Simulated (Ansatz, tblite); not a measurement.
Forces on CuSe2⁺ at its r2SCAN-D4/def2-TZVP geometry. The state is a singlet with charge 1.

The xTB rows come from tblite. At r2SCAN-D4/def2-TZVP the restricted singlet is unstable: a solution with broken spin symmetry lies lower. The order of the spin states hangs on the level: the triplet lies 0.60 eV below the singlet at PBE0-D4/def2-TZVP, but 0.30 eV above it at GFN2-xTB. The structure comes from a short search, and lower isomers may exist.

GFN1-xTB (tblite), largest force 0.21 eV/Å:

```xyz
3
positions Å, forces eV/Å
Cu    1.527   -0.831   -0.610   -0.132   -0.036    0.007
Se   -0.859    1.408    0.743   -0.051   -0.058   -0.016
Se   -0.667   -0.577   -0.133    0.183    0.094    0.009
```

GFN2-xTB (tblite), largest force 0.53 eV/Å:

```
Cu 0.493 -0.127 -0.137
Se -0.095 0.187 0.095
Se -0.398 -0.060 0.041
```

r2SCAN-D4/def2-TZVP (Ansatz), largest force 0.01 eV/Å:

```
Cu 0.001 0.003 0.001
Se 0.002 0.009 0.004
Se -0.004 -0.012 -0.005
```
